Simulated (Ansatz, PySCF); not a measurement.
HfF₄, SMILES [F][Hf]([F])([F])[F], multiplicity 1. Atoms are numbered in the order given.

```xyz
5

Hf     0.0000     0.0000     0.0000
F     -1.1036     1.1036    -1.1036
F      1.1036     1.1036     1.1036
F      1.1036    -1.1036    -1.1036
F     -1.1036    -1.1036     1.1036
```
Charge 0, spin multiplicity 1.

Geometry: B3LYP-D3(BJ)/def2-SVP. The multiplicity is an assumed one; other spin states were not compared. The isomer is the one that the SMILES or the coordinates give; other isomers of the formula were not compared. The def2 effective core potentials stand for the cores of Hf; spin–orbit coupling is left out.

Two levels are set side by side: PBE-D3(BJ)/def2-SVP (Ansatz, a first-principles code) and B3LYP-D3(BJ)/def2-SVP (Ansatz). Each level has its own optimised geometry; the coordinates shown are those of the second. Frequencies come from the Hessian of PySCF at each geometry. Differences are taken from unrounded values.

| quantity | B3LYP-D3(BJ) | PBE-D3(BJ) | PBE-D3(BJ) minus B3LYP-D3(BJ) |
|---|---|---|---|
| mean bond length (Å) | 1.911 | 1.916 | 0.004 |
| bond Hf1–F2 (Å) | 1.911 | 1.916 | 0.004 |
| bond Hf1–F3 (Å) | 1.911 | 1.916 | 0.004 |
| bond Hf1–F4 (Å) | 1.911 | 1.916 | 0.004 |
| bond Hf1–F5 (Å) | 1.911 | 1.916 | 0.004 |
| highest harmonic wavenumber (cm⁻¹) | 681 | 665 | -16 |
| mean harmonic wavenumber (cm⁻¹) | 388 | 380 | -8 |
| zero-point energy (kcal/mol) | 4.99 | 4.89 | -0.11 |
